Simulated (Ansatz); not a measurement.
```xyz
14

B     0.728    1.224   -0.863
N     0.225   -0.031   -0.532
C     0.312   -1.157   -1.454
Si   -0.557   -0.417    0.998
N    -0.693    0.854    2.123
H     1.245    1.387   -1.934
H     0.638    2.125   -0.078
H    -0.683   -1.537   -1.709
H     0.807   -0.846   -2.374
H     0.882   -1.984   -1.017
H     0.236   -1.512    1.615
H    -1.922   -0.902    0.665
H    -1.343    1.605    1.957
H     0.126    1.191    2.603
```

Total charge 0; spin multiplicity 1.

List the r2SCAN/def2-TZVPP orbital energies in eV (Ansatz). (Estimate.)

Ansatz gave: Occupied: -1791.31, -385.27, -384.93, -273.83, -179.71, -141.68, -96.55, -96.55, -96.53, -23.25, -22.32, -17.45, -14.19, -12.69, -12.67, -11.47, -11.20, -10.23, -9.74, -8.87, -8.63, -7.55, -6.79, -6.68. Lowest empty: -0.59, 0.25, 0.95, 1.83, 2.01, 2.15, 2.62, 2.74.
